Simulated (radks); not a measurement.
Values are calculated unless marked as measured or tabulated.
Initial-state core-level shifts of neutral dysprosium when its valence configuration changes from [Xe] 4f10 6s2. Code: a radial shooting solver on a logarithmic mesh with Libxc functionals. Model: scalar-relativistic Kohn-Sham, PBEsol, spin-polarised, spherical densities, point nucleus; open shells are filled with parallel spins first (spin-orbit coupling, left out, can overturn this in heavy ions). Shifts are changes of the shell-averaged eigenvalues in eV (positive: less bound).

| valence | 3d | 4s | 4p | 5p |
|---|---|---|---|---|
| 4f9 6s2 6p1 | -10.622 | -10.387 | -10.258 | -6.133 |
| 4f10 6p2 | -2.435 | -2.452 | -2.458 | -2.544 |
| 4f10 5d0.5 6p1.5 | -1.254 | -1.256 | -1.256 | -1.290 |
| 4f10 6s1 6p1 | -1.146 | -1.152 | -1.155 | -1.190 |
| 4f10 5d0.5 6s1 6p0.5 | +0.005 | +0.011 | +0.015 | +0.043 |
| 4f10 5d1 6s1 | +0.976 | +0.994 | +1.003 | +1.101 |
| 4f9 5d1 6s2 | -7.367 | -7.122 | -6.984 | -2.957 |
| 4f8 6s2 6p2 | -23.218 | -22.448 | -22.122 | -12.456 |
